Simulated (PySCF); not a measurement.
# From computed data to an observable: entropy of an ideal gas

Si(H)(F) cation (FHSi), SMILES [SiH]F (connectivity only; charge and spin as stated), charge +1, multiplicity 2.

Geometry optimised at TPSSh-D3(BJ)/def2-TZVPD. The multiplicity is an assumed one; other spin states were not compared. The isomer is the one that the SMILES or the coordinates give; other isomers of the formula were not compared.

TPSSh-D3(BJ)/def2-TZVPD (PySCF) gives the harmonic wavenumbers 664, 1013, 1975 cm⁻¹ and the rotational temperatures 13.5681, 0.8437, 0.7943 K. The molar mass is 48.09 g/mol, the symmetry number 1, the spin multiplicity 2.

Work out the entropy at 298.15 K and 1 atm in the rigid-rotor, harmonic-oscillator model.


Translation (Sackur–Tetrode at 1 atm): S = R[1.5 ln M + 2.5 ln T − 1.16487] = 157.0 J/(mol K).
Rotation: q = (√π/σ) T^1.5/√(θA θB θC) = 3030, S = R[ln q + 3/2] = 79.1 J/(mol K).
Vibration: with u = 1.4388 ν/T, each mode gives R[u/(e^u − 1) − ln(1 − e^−u)]:
```
ν (cm⁻¹)  modes     u  S (J/(mol K))
--------  -----  ----  -------------
664           1  3.20           1.47
1013          1  4.89           0.37
1975          1  9.53           0.01
```
These are all the modes. Sum 1.8 J/(mol K).
Spin: R ln 2 = 5.8 J/(mol K).
Total 243.8 J/(mol K); the program's own thermochemistry gives 243.8. Translation makes up 64 % and vibration 1 %. Anharmonicity, hindered rotation and orbital degeneracy are left out.
